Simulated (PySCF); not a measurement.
C2H7FS2Si. Atoms are numbered in the order given.

```xyz
13

Si     0.0787     0.4943    -0.5062
F      0.4573     0.4813    -2.0885
S      1.2574    -0.8769     0.6216
C      2.7672     0.1388     0.9069
S     -1.9604    -0.1101    -0.3931
C     -2.2149     0.0849     1.4216
H      0.3490     1.8720    -0.0150
H      3.3772    -0.4055     1.6400
H      3.3418     0.2561    -0.0217
H      2.5113     1.1258     1.3171
H     -2.1282     1.1384     1.7234
H     -1.4988    -0.5275     1.9852
H     -3.2362    -0.2624     1.6263
```

Geometry: B3LYP-D3(BJ)/def2-SVP. The values are those of a single conformer.

Level of theory: PySCF with PBE0/pcSseg-1.

GIAO shieldings, no solvent; atoms listed in one row are averaged. δ = σ(ref) − σ: ²⁹Si against TMS (σ = 352.7 ppm); ¹⁹F against CFCl3 (σ = 167.2 ppm); ³³S against H2S (σ = 716.7 ppm); ¹³C against TMS (σ = 186.3 ppm); ¹H against TMS (σ = 31.56 ppm), references at their B3LYP-D3(BJ)/def2-TZVP geometries, non-relativistic.

Computed chemical shifts:
```json
[
 {"nucleus": "²⁹Si", "atoms": "Si1", "count": "1", "δ (ppm)": "41.3"},
 {"nucleus": "¹⁹F", "atoms": "F2", "count": "1", "δ (ppm)": "-164.0"},
 {"nucleus": "³³S", "atoms": "S3", "count": "1", "δ (ppm)": "100.5"},
 {"nucleus": "³³S", "atoms": "S5", "count": "1", "δ (ppm)": "60.2"},
 {"nucleus": "¹³C", "atoms": "C4, C6", "count": "2", "δ (ppm)": "17.2"},
 {"nucleus": "¹H", "atoms": "H7", "count": "1", "δ (ppm)": "6.17"},
 {"nucleus": "¹H", "atoms": "H8, H9, H10", "count": "3", "δ (ppm)": "2.34"},
 {"nucleus": "¹H", "atoms": "H11, H12, H13", "count": "3", "δ (ppm)": "2.24"}
]
```
